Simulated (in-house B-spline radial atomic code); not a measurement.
A fraction x of an electron is moved 4f → 5d in the gadolinium ion Gd⁺, starting from [Xe] 4f7 5d1 6s1 and keeping the highest spin. All numbers are computed (scalar-relativistic (X2C) wB97X, spin-polarised, spherical fractional occupations; Fermi nucleus of rms radius 5.1569 fm) with a B-spline radial code for spherical atoms, not measured.

Caution: exact exchange at fractional occupations of open shells leaves self-interaction of up to several eV.

```tsv
x	E(x) - E(0) (eV)	4f up level (eV)	5d up level (eV)
0	0.0000	-22.534	-6.608
0.125	2.0102	-23.193	-6.955
0.25	4.0596	-23.855	-7.303
0.375	6.1482	-24.518	-7.652
0.5	8.2762	-25.184	-8.003
0.625	?	?	?
0.75	?	?	?
0.875	14.8983	-27.200	-9.061
1	17.1857	-27.878	-9.417
```

(1) What belongs in the row x = 0.625?

(2) What belongs in the row x = 0.75?

(3) Check Janak's theorem between x = 0.125 and 0.25.

Results:

(1) An energy change of 10.4437 eV; 4f up at -25.853 eV, 5d up at -8.354 eV.

(2) An energy change of 12.6510 eV; 4f up at -26.525 eV, 5d up at -8.707 eV.

(3) The slope of the energy is 16.40 eV; the orbital levels give 16.40 eV (ε of the receiving orbital less ε of the emptying one, averaged over the two points).
